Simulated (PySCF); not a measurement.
## Electric properties by functional and basis

Compound: norbornane, C7H12.
SMILES: `C1[C@H]2C[C@@H](C1)CC2`

PySCF, dipoles from the SCF density, polarisabilities from static response with core orbitals frozen. Geometry: PBE0-D3(BJ)/def2-SVP; no solvent, vibrations or thermal averaging.

The anisotropy is √(½[(α1 − α2)² + (α2 − α3)² + (α3 − α1)²]).

```csv
level,μ (D),α (au),anisotropy (au)
LDA/def2-SVPD,0.101,80.22,4.44
PBE/def2-SVPD,0.101,79.17,4.42
B3LYP/def2-SVPD,0.096,77.12,4.17
PBE0/def2-SVPD,0.091,76.56,4.21
BHandHLYP/def2-SVPD,0.088,74.76,3.99
CAM-B3LYP/def2-SVPD,0.091,75.92,4.02
wB97X-D/def2-SVPD,0.083,76.00,4.05
LC-wPBE/def2-SVPD,0.078,74.02,3.92
HF/def2-SVPD,0.078,72.58,3.77
PBE0/6-31G*,0.062,67.19,3.84
PBE0/6-31+G*,0.084,73.80,3.75
PBE0/def2-SVP,0.066,69.68,4.06
PBE0/aug-cc-pVDZ,0.095,78.45,4.37
PBE0/def2-TZVP,0.093,76.28,4.41
```

The dipole runs from 0.06 D (PBE0/6-31G*) to 0.10 D (LDA/def2-SVPD). No reference polarisability is at hand; against PBE0 in the largest diffuse basis at hand (aug-cc-pVDZ) the other PBE0 rows deviate by 6-31G* -14%, 6-31+G* -6%, def2-SVP -11%, def2-SVPD -2%, def2-TZVP -3%. In one basis (def2-SVPD) the functionals order the polarisability from HF (lowest) to LDA (highest), a spread of 11%. With PBE0 the polarisability is 71.05 au without diffuse functions (mean of 6-31G*, def2-SVP and def2-TZVP) and 76.27 au with them (mean of 6-31+G*, def2-SVPD and aug-cc-pVDZ).
